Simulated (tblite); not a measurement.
Write Cartesian coordinates for `O=Cc1[c]con1` [radical] as optimised with GFN2-xTB. (Doublet state.)

```xyz
9
C4H2NO2 angstrom
O     -2.422    1.141    0.303
C     -1.836    0.165   -0.071
C     -0.379   -0.003   -0.033
C      0.634    0.865    0.416
C      1.806    0.204    0.221
O      1.531   -0.992   -0.314
N      0.198   -1.107   -0.464
H     -2.348   -0.720   -0.489
H      2.829    0.455    0.406
```

Any rigid rotation of these coordinates is as good. Atoms count from 1 in this order. The 7 heavy atoms lie in one plane (0.000 Å rms). The C–O distances run from 1.199 Å (O1=C2, drawn double) to 1.339 Å (C5–O6, aromatic), a spread of 0.140 Å. C5 (carbon bonded to C, O and H) is planar (angles 133.3°, 118.4° and 108.4°, sum 360.0°, 0.00 Å off the plane of its three neighbours). The 5-membered ring C3–C4–C5–O6–N7 has internal angles of 106.0° to 109.0° (sum 540°, against 540° for a flat polygon); it is planar, 0.00 Å rms from its mean plane, widest ring torsion 0°.

Bonds between heavy atoms (Å): O1=C2 1.199, C2–C3 1.467, C3–C4 1.407, C4–C5 1.359, C5–O6 1.339, O6–N7 1.347, C3–N7 1.318.

Structure optimised with GFN2-xTB, isolated species. This method treats the open shell by occupation alone, without spin polarisation.

Point group: Cs (tolerance 0.08 Å). Its GFN2-xTB frequencies are all real (lowest 103 cm⁻¹). Torsions: O1–C2–C3–C4 0°. 2 starts were optimised and ended at 0.00 and 1.30 kcal/mol (GFN2-xTB); the lowest of these is shown.

One conformer stands for the species.

All values are computed, not measured.
